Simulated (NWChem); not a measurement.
Species: GeH2F2; SMILES [F][GeH2][F]

Program: NWChem. Structure relaxed at the PBE0/def2-SVP level. Gas phase, vertical.

B3LYP/def2-SVPD, TDA puts singlet state 3 at 9.08 eV with oscillator strength 0.262.

### Question
Give the wavelength, the transition dipole and the radiative lifetime of that state in vacuum.

### Answer

1. λ = 1239.84/9.08 = 137 nm, or 73240 cm⁻¹.
2. f = (2/3) ΔE μ² in atomic units, so μ = √(1.5 f/ΔE) = 1.09 a.u. = 2.76 D.
3. τ = 1.499 s cm⁻² / (f ν²) = 1.1 ns, for a non-degenerate state that emits at the vertical energy; a higher state like this one mostly decays faster by other paths.
